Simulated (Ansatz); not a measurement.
Relaxation of BFH5NO (9 atoms, charge 0, multiplicity 1), to a largest force component of 0.03 eV/Å in at most 50 steps.

All numbers below come from Ansatz, RHF/6-31G*.

```xyz
9
Properties=species:S:1:pos:R:3
B 0.141 0.542 -0.243
O -0.219 -0.322 2.199
H -1.134 -0.566 2.230
H 1.127 -0.085 -0.430
F -1.038 0.073 -0.620
N 0.189 1.907 0.320
H 1.059 2.385 0.405
H -0.591 2.520 0.218
H -0.208 0.649 2.159
```

Where does it end, and by what steps?

The forces met the threshold. The force dipped under the threshold on the way, but the program's further checks kept it going. After 35 steps the energy has fallen by 0.196 eV; H9 moved furthest, 1.45 Å.

| step | energy less start (eV) | largest force component (eV/Å) | accepted |
| --- | --- | --- | --- |
| 0 | 0.0000 | 2.073 | yes |
| 2 | -0.0646 | 2.632 | no |
| 4 | -0.1483 | 1.006 | yes |
| 6 | -0.1632 | 0.444 | yes |
| 8 | -0.1604 | 0.929 | no |
| 10 | -0.1744 | 0.148 | yes |
| 12 | -0.1789 | 0.063 | yes |
| 14 | -0.1806 | 0.157 | yes |
| 16 | -0.1827 | 0.210 | yes |
| 18 | -0.1849 | 0.350 | yes |
| 20 | -0.1876 | 0.071 | yes |
| 22 | -0.1793 | 0.958 | no |
| 24 | -0.1907 | 0.344 | yes |
| 26 | -0.1930 | 0.098 | yes |
| 28 | -0.1946 | 0.169 | yes |
| 30 | -0.1953 | 0.133 | no |
| 32 | -0.1960 | 0.056 | yes |
| 34 | -0.1962 | 0.030 | yes |
| 35 | -0.1963 | 0.029 | yes |

```xyz
9
Properties=species:S:1:pos:R:3
B 0.204 0.769 -0.279
O -0.389 -0.677 2.682
H -0.858 -0.718 1.859
H 1.110 0.042 -0.511
F -1.009 0.238 -0.070
N 0.345 2.150 -0.237
H 1.219 2.604 -0.379
H -0.413 2.769 -0.049
H -0.882 -0.074 3.221
```

Time of the run: 50 s on 1 thread of Arm Neoverse V1, with other jobs on the host, peak memory 0.14 GiB.
